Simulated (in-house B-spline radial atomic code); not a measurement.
**HSE06 excitations of Br5+**

Method: HSE06. Computed with an all-electron radial atomic-structure program (B-spline basis): linear response of the closed shell [Ar] 3d10 4s2 with the functional's adiabatic kernel; scalar-relativistic (spin-free one-electron X2C), finite nucleus, no spin-orbit coupling, no double excitations, S, P, D and F terms only; shells from n = 2 respond. Only terms of natural parity with L up to 3 were computed.

Command:
```bash
python run_td.py task.json out
```
Settings (radii: box in bohr, nucleus in fm):
```
Z                        35
electrons                30
configuration            [Ar] 3d10 4s2
hamiltonian              x2c
method                   hse06
box_radius               16.35
rms_radius               4.1629
intervals                71
```

Run time, properties included: 2.5 s on 1 thread of Arm Neoverse N1, on a shared host.

The lowest states, in the order of their Tamm-Dancoff energies; the method's threshold (minus the highest occupied level) is 82.15 eV. Labels give the largest channel, * marks a mixed state, and oscillator strengths are full-response dipole values. Semilocal kernels can invert the small singlet-triplet splittings of Rydberg terms. Energies in eV:

```tsv
state	full response	Tamm-Dancoff	oscillator strength
4s → 4p 3P	?	?	-
4s → 4p 1P	18.948	19.586	1.58
4s → 4d 3D	36.85	36.89	-
4s → 4d 1D	38.64	38.67	-
4s → 5s 3S	44.47	44.48	-
4s → 5s 1S	?	?	-
4s → 5p 3P	50.14	50.15	-
4s → 5p 1P	50.65	50.70	0.0652
4s → 4f 3F	54.51	54.53	-
4s → 4f 1F	54.99	55.00	-
```

Where does 4s → 4p 3P lie?

At 13.344 eV in full response, 13.542 eV in Tamm-Dancoff.

Where does 4s → 5s 1S lie?

At 45.55 eV in full response, 45.59 eV in Tamm-Dancoff.

How large is the singlet-triplet splitting of 4s → 4p (P terms) in Tamm-Dancoff?

6.04 eV, from the unrounded values.

What polarisabilities and dispersion coefficient does the method give?

Dipole 3.613 bohr³, quadrupole 4.785 bohr⁵, C6 8.11 hartree·bohr⁶ for two such species.
